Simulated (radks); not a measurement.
Problem. The mean radii <r> (bohr) of the occupied orbitals of an atom or ion are listed with their occupations. All-electron calculation, scalar-relativistic Kohn-Sham, BLYP, spin-unpolarised, spherical densities, point nucleus. Program: a radial shooting solver on a logarithmic mesh with Libxc functionals.

| orbital | occ. | <r> |
|---|---|---|
| 1s | 2 | 0.01834 |
| 2s | 2 | 0.07755 |
| 2p | 6 | 0.06943 |
| 3s | 2 | 0.2010 |
| 3p | 6 | 0.2013 |
| 3d | 10 | 0.1824 |
| 4s | 2 | 0.4495 |
| 4p | 6 | 0.4780 |
| 4d | 10 | 0.5113 |
| 5s | 2 | 1.053 |
| 5p | 6 | 1.208 |
| 4f | 14 | 0.6025 |
| 5d | 1 | 1.597 |

Name the element and its charge.

Solution. Z = 74, tungsten, charge +5: W5+ in [Xe] 4f14 5d1. The 1s radius gives Z: for a bare nucleus <r> = (2 gamma + 1)/(2Z) with gamma = sqrt(1 - (Z/c)^2), 0.01813 bohr for Z = 74, and screening makes it slightly larger (0.01834 here). The occupations add up to 69, and the charge is Z minus that.
